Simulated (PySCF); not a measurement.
**Assigning NMR signals**

Atom-mapped SMILES (the numbers label the heavy atoms): `[CH3:1][O:2][c:3]1[cH:4][cH:5][cH:6][cH:7][c:8]1[CH2:9][OH:10]` (H(Xn): hydrogen on atom n).

Gas phase, non-relativistic Hamiltonian, single conformer, one averaged value for each set of equivalent atoms. NMR shieldings at B3LYP/pcSseg-1/GIAO; geometry: PBE0-D3(BJ)/def2-SVP; PySCF 2.14.0 with density-fitted response routines.

Scale: TMS for 13C (σ = 179.24 ppm) and 1H (σ = 31.38 ppm) (reference shieldings calculated alike).

Question: Assign these signals to the numbered atoms. 13C{1H} NMR (computed): δ 164.8, 137.9, 134.4, 134.1, 126.2, 112.1, 68.8, 54.7.

Answer: 
```tsv
δ (ppm)	atoms	environment	reason
164.8	C3	aromatic carbon bearing oxygen	the electronegative substituent deshields the carbon that carries it
137.9	C8	substituted aromatic carbon	–
134.4	C7	aromatic CH	the aromatic region
134.1	C5	aromatic CH	–
126.2	C6	aromatic CH	–
112.1	C4	aromatic CH	–
68.8	C9	sp3 CH2 bonded to O, on an aromatic ring	deshielded by the electronegative neighbour
54.7	C1	methyl carbon bonded to O	the inductive effect lowers its shielding
```

C7 and C5 lie closer than the usual error of such a calculation, so a measured spectrum could show them in the other order.

Question: Assign these signals to the numbered atoms. 1H NMR (500 MHz, computed): δ 7.22 (m, 1H), 7.10 (d, 1H), 6.93 (m, 1H), 6.58 (d, 1H), 4.60 (s, 2H), 3.79 (s, 3H), 2.37 (br s, 1H).

Answer: 
7.22 → H(C5), hydrogen on an aromatic CH: the ring current deshields protons in the ring plane
7.10 → H(C7), hydrogen on an aromatic CH
6.93 → H(C6), hydrogen on an aromatic CH
6.58 → H(C4), hydrogen on an aromatic CH
4.60 → H(C9), hydrogen on an sp3 CH2 bonded to O, on an aromatic ring: its carbon carries O, hence the downfield position
3.79 → H(C1), hydrogen on a methyl carbon bonded to O: its carbon carries O, hence the downfield position
2.37 → H(O10), hydrogen on an alcohol oxygen: exchangeable, gas-phase position

OH and NH positions are those of a molecule without intermolecular hydrogen bonds; in solution they move with solvent, concentration and temperature, and exchange usually removes their couplings. Shifts are as computed. Against solution values, carbons near 30 ppm lie about +2 ppm off and those near 130 ppm about +6 ppm. Of 1211 compounds with measured shifts, 218 miss one by over three times the rms of a fit or turn the order of signals round; such compounds aren't used in these exercises. Multiplicities follow the n + 1 count of equivalent neighbours, as no J values were calculated; m marks all less simple cases, F and P coupling included.
